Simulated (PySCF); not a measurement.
C5H3F3S.
SMILES with atom numbers: `[F:1][C:2]([F:3])([F:4])[c:5]1[cH:6][cH:7][s:8][cH:9]1` (hydrogens: H10 on C6; H11 on C7; H12 on C9)

Torsions of this conformer, `[F:1][C:2]([F:3])([F:4])[c:5]1[cH:6][cH:7][s:8][cH:9]1`: F1–C2–C5–C6 43°.

The closed-shell ground state was solved at several levels (PySCF, density fitting, gas phase, non-relativistic). Geometry: GFN2-xTB; no solvent, vibrations or thermal averaging.

| level | basis functions | HOMO (eV) | LUMO (eV) | gap (eV) | dipole (D) |
| --- | --- | --- | --- | --- | --- |
| PBE0/pcSseg-1 | 175 | -7.62 | -1.06 | 6.56 | 2.54 |
| CAM-B3LYP/def2-SVPD | 220 | -8.90 | -0.02 | 8.88 | 2.67 |

(1) What might PBE0/def2-SVPD (220 basis functions) give for the same quantities?

(2) Over all these levels, which gives the widest orbital gap and which the narrowest?

(3) How far do the dipole and the HOMO energy spread over the levels?

Results:

(1) HOMO -7.64 eV, LUMO -1.11 eV, gap 6.53 eV, dipole 2.59 D.

(2) CAM-B3LYP/def2-SVPD (range-separated hybrid) has the widest, 8.88 eV, and PBE0/def2-SVPD (global hybrid, 25 % exact exchange) the narrowest, 6.53 eV. The two share the basis. From the narrowest to the widest the HOMO moves by -1.26 eV and the LUMO by +1.09 eV.

(3) The dipole runs from 2.54 to 2.67 D (mean 2.60 D) and the HOMO from -8.90 to -7.62 eV.
